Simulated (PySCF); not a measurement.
C₂H₈B₂.
SMILES with atom numbers: `[BH2:1][BH:2][CH2:3][CH3:4]` (hydrogens: H5, H6 on B1; H7 on B2; H8, H9 on C3; H10, H11, H12 on C4)

Method: PySCF 2.14.0, PBE0-D3(BJ)/def2-SVP geometry optimisation, gas phase; density fitting, grid level 1; the optimiser is geomeTRIC in internal coordinates, started from a GFN2-xTB structure with every atom displaced at random (about 0.01 Å).

Step 0: E = -3548.2459 eV
```
atom  x, y, z in Å  |  force x, y, z in eV/Å
B1      1.8215   -0.1989    0.7054   -0.483   0.841  -1.025
B2      0.9307   -0.3686   -0.6603   -1.066   0.209   0.082
C3     -0.6400   -0.0944   -0.8141    1.589   0.457   1.464
C4     -1.3274    0.3970    0.4370   -1.545  -0.822  -0.199
H5      1.9592   -1.0451    1.4681    0.264  -1.319   1.145
H6      2.3385    0.8364    0.9739    0.329   0.533   0.120
H7      1.4550   -0.7378   -1.6552    0.513  -0.273  -0.693
H8     -1.0836   -1.0043   -1.1673   -0.492  -0.969  -0.528
H9     -0.7734    0.6394   -1.5916   -0.031   0.489  -0.948
H10    -1.2777   -0.3350    1.2549    0.114  -0.048   0.102
H11    -0.9499    1.3322    0.8002    0.518   0.877   0.301
H12    -2.4133    0.5510    0.2400    0.290   0.023   0.179
```

**Question.** Estimate the geometry and energy of step 1. (The exact step hangs on the optimiser's Hessian estimate; all steps are aligned on step 0, rigid shifts and turns removed.)

**Answer.** E = -3548.4260 eV, largest force 0.342 eV/Å
```
atom  x, y, z in Å  |  force x, y, z in eV/Å
B1      1.8311   -0.1796    0.6963   -0.010  -0.175   0.149
B2      0.9124   -0.3628   -0.6673    0.074  -0.035  -0.052
C3     -0.6248   -0.0822   -0.7876   -0.218  -0.121  -0.234
C4     -1.3794    0.3908    0.4457    0.128   0.245   0.132
H5      1.9765   -1.0851    1.5053    0.003   0.145  -0.148
H6      2.4037    0.8554    0.9586    0.035   0.030   0.010
H7      1.4756   -0.7549   -1.6804   -0.036   0.022   0.067
H8     -1.0851   -1.0147   -1.1943    0.140   0.213   0.040
H9     -0.7466    0.6409   -1.6250    0.031  -0.126   0.072
H10    -1.3014   -0.3363    1.2676    0.002  -0.036   0.041
H11    -0.9732    1.3506    0.8208   -0.063  -0.165  -0.050
H12    -2.4491    0.5496    0.2514   -0.087   0.002  -0.028
```

The energy changes by -0.1801 eV. The first-order estimate −F·Δx gives -0.4129 eV and the mean of the old and new forces, exact on a quadratic surface, -0.1865 eV. The step makes an angle of 49° with the force vector and moves no atom by more than 0.070 Å.

What follows is the cost of the whole optimisation. Hardware: one thread, Arm Neoverse V1 (aarch64), shared host. Cost: 16 s, 0.39 GiB resident at most.
